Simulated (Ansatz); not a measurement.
Ansatz (a program for electronic structure) input (CCSD(T)/aug-cc-pVDZ):

Ansatz 0.2 input:
```yaml
crystal:
  periodic: [false, false, false]
  atoms:
    - {symbol: F, position_ang: [-0.00000000, -0.00000000, -1.19889826]}
    - {symbol: B, position_ang: [0.00000000, 0.00000000, 0.08714772]}
    - {symbol: O, position_ang: [0.00000000, 0.00000000, 1.29429322]}
basis:
  gaussian:
    orbitals: aug-cc-pVDZ
magnetization: {spin_polarized: false}
correlation: {method: ccsd_t, electrons: outside_noble_gas}
output: {forces: true}
```

End of the output:

```
integrals: 0.04 GiB planned
658 factors; integrals over basis functions are off by at most 8.2e-4 eV
mean field: 0.12 GiB planned
mean field evaluation 1: about -5413.9806 eV, gradient 4.4e1 eV
mean field evaluation 2: about -5413.9814 eV, gradient 4.4e1 eV
mean field evaluation 4: about -5417.6463 eV, gradient 3.0e0 eV
mean field evaluation 8: about -5417.6854 eV, gradient 4.4e-1 eV
mean field evaluation 16: about -5417.6443 eV, gradient 3.0e0 eV
mean field -5417.68649410 eV, -199.0963064185 hartree, gradient 1.2e-6 eV, S^2 0.000000; 0 other end points of the search recorded, 0 dependent functions left out
3 core orbitals not correlated
reference -5417.68649410 eV, -199.0963064185 hartree; 8, 8 occupied and 58, 58 virtual orbitals, 658 factors
densities: 0.21 GiB planned
second order -12.86237758 eV of doubles, -0.00000000 eV of singles
coupled cluster: 0.16 GiB planned
cycle   1  -12.47301491 eV  change    3.9e-1 eV  update   1.0e-1
cycle   2  -12.80251243 eV  change   -3.3e-1 eV  update   3.0e-2
cycle   3  -12.88924005 eV  change   -8.7e-2 eV  update   1.5e-2
cycle   4  -12.88092713 eV  change    8.3e-3 eV  update   2.6e-3
cycle   5  -12.87895757 eV  change    2.0e-3 eV  update   9.1e-4
cycle   6  -12.87963481 eV  change   -6.8e-4 eV  update   2.3e-4
cycle   7  -12.87968143 eV  change   -4.7e-5 eV  update   7.2e-5
cycle   8  -12.87964383 eV  change    3.8e-5 eV  update   1.9e-5
cycle   9  -12.87964572 eV  change   -1.9e-6 eV  update   6.7e-6
perturbative correction -0.39639816 eV, -0.0145673638 hartree
the calculation of the forces begins
Total energy: -5430.96253798 eV, -199.5841920323 hartree
Atom 0 at    -0.000000    -0.000000    -1.198898 Å, force     0.000000    -0.000000    -1.486547 eV/Å
Atom 1 at     0.000000     0.000000     0.087148 Å, force     0.000000     0.000000    -0.032060 eV/Å
Atom 2 at     0.000000     0.000000     1.294293 Å, force    -0.000000     0.000000     1.518607 eV/Å
Dipole moment:    -0.000000     0.000000    -0.428322 e Å
```
